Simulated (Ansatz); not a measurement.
`FBC1(F)C=N1` + `N[SiH3]` → `FB[SiH3]` + `NC1(F)C=N1`  (formal exchange of groups at a B–C bond)

Program: Ansatz. Geometries: PBE0-D4/def2-TZVP. ΔE: electronic, gas phase. CBS: MP2 limit from def2 TZ/QZ plus the TZ coupled-cluster correction, frozen cores. This one scheme is used for every species. DFT in def2-TZVPP. HSE06 is defined as in plane-wave codes. Each species was taken in one conformer, which may not be the lowest.

Q: Is it downhill or uphill in electronic energy at CCSD(T)/CBS, and by how much? (Best estimate.)

A: Computed: Uphill: ΔE = +1.32 eV.

Q: What do these levels give: r2SCAN0-D4, BHLYP-D4, CAM-B3LYP-D4, r2SCANh, r2SCAN0, HSE06, BHLYP, RPA@PBE/def2-TZVPP, MP2/def2-SVP, CCSD(T)/def2-TZVPP, SCS-MP2/def2-QZVPP, HF/CBS(def2)? (Estimate.)

A: The calculation gave: r2SCAN0-D4 1.28, BHLYP-D4 1.33, CAM-B3LYP-D4 1.30, r2SCANh 1.28, r2SCAN0 1.28, HSE06 1.18, BHLYP 1.33, RPA@PBE/def2-TZVPP 1.25, MP2/def2-SVP 1.19, CCSD(T)/def2-TZVPP 1.29, SCS-MP2/def2-QZVPP 1.40, HF/CBS(def2) 1.34 eV.

Q: What do rigid-rotor, harmonic-oscillator terms from PBE0-D4/def2-TZVP frequencies (298.15 K, 1 bar) make of the CCSD(T)/CBS value? (Estimate.)

A: Computed: ΔZPE = +0.01 eV, ΔH = +1.33 eV, ΔS = 7 J/(mol·K), ΔG = +1.31 eV.

Largest T1 diagnostic among the species: 0.014.

From BLYP to BHLYP (50 % exact exchange), in def2-TZVPP and without D4, ΔE moves by +0.04 eV. Leaving LDA and LC-ωPBE aside and taking each functional with its dispersion term where it has one, the values, not all of them listed here, spread over 0.19 eV, from PBE-D4 to B2PLYP. LDA lies −0.04 eV from PBE without D4. At CCSD(T), def2-SVP lies −0.24 eV from the extrapolated value and def2-TZVPP −0.04 eV.
